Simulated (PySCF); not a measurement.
# A small calculation by hand: chemical shift, span and skew from a shielding tensor

Zn(Br)(OMe) (CH3BrOZn), SMILES C[O][Zn][Br]. Atoms are numbered in the order given.

```xyz
7

Zn     0.1365     0.4655     0.0000
Br    -0.0878    -1.7604     0.0000
O      0.5059     2.2113     0.0000
C     -0.4725     3.2216     0.0000
H     -1.1372     3.2080     0.8992
H      0.0402     4.2110     0.0000
H     -1.1372     3.2080    -0.8992
```

Geometry: PBE-D3(BJ)/def2-SVP. The structure was generated by enumeration; whether it is a known compound was not checked. Other conformers were not sampled.

GIAO shieldings from PBE0/pcSseg-1 run with PySCF, non-relativistic, no solvent. The symmetric part of the tensor of C4 has the principal values 94.4, 94.9, 180.8 ppm. The same nucleus in TMS has σ = 186.3 ppm at this level (PySCF, at its B3LYP-D3(BJ)/def2-TZVP geometry). Without spin–orbit terms, shifts of atoms bonded to Cl or Br come out too high.

Q: Work out the isotropic shielding, the ¹³C shift against TMS, the span and the skew.

A: 
σ(iso) = (σ11 + σ22 + σ33)/3 = 123.4 ppm. δ = σ(ref) − σ(iso) = 186.3 − (123.4) = 62.9 ppm.
Span Ω = σ33 − σ11 = 86.4 ppm. Skew κ = 3(σ(iso) − σ22)/Ω = 0.99, an axial tensor. Tumbling in solution averages the tensor to δ; in a static solid the shielding alone would spread this spin-1/2 line over Ω.
